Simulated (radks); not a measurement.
The numbers below are computed, except where a source is named.
Species: the germanium ion Ge3+. Configuration: [Ar] 3d10 4s1.

Level of theory: non-relativistic Kohn-Sham, PBE, spin-polarised, spherical densities, point nucleus; open shells are filled with parallel spins first (a radial shooting solver on a logarithmic mesh with Libxc functionals).

Energy parts (hartree):
part                       energy
total                 -2074.54562
kinetic                2073.26500
electron-nucleus      -4928.68974
Hartree                 858.69735
exchange-correlation    -77.81823

Orbitals (lengths in bohr, moments of r in powers of bohr; <r^-3> diverges for s and p1/2; r(max) is where P^2 peaks):
orbital,occ.,eigenvalue (hartree),r(max),<r^-3>,<1/r>
1s up,1,-398.2718,0.03158,-,31.50
1s down,1,-398.2689,0.03158,-,31.50
2s up,1,-50.37993,0.1795,-,6.920
2s down,1,-50.37873,0.1795,-,6.920
2p up,3,-44.98996,0.1427,939.1,6.891
2p down,3,-44.98842,0.1427,939.1,6.891
3s up,1,-7.23193,0.5516,-,2.232
3s down,1,-7.22732,0.5516,-,2.233
3p up,3,-5.44664,0.5471,125.8,2.109
3p down,3,-5.44105,0.5471,126.1,2.111
3d up,5,-2.34655,0.5026,14.33,1.796
3d down,5,-2.33649,0.5021,14.45,1.804
4s up,1,-1.48942,1.647,-,0.7003
4s down,0,-1.43094,1.642,-,0.7042

The highest occupied level is 4s up at -40.529 eV. Virial ratio -V/T = 2.00062. Spin moment in Bohr magnetons: 1. The density falls to 0.001 e/bohr^3 at r = 3.06 bohr. The electron density at the nucleus is 2.249e+04 e/bohr^3. Summed over all electrons, <r^2> = 14.84 bohr^2, which gives a Langevin (diamagnetic) susceptibility term of -11.8 x 10^-6 cm^3/mol.
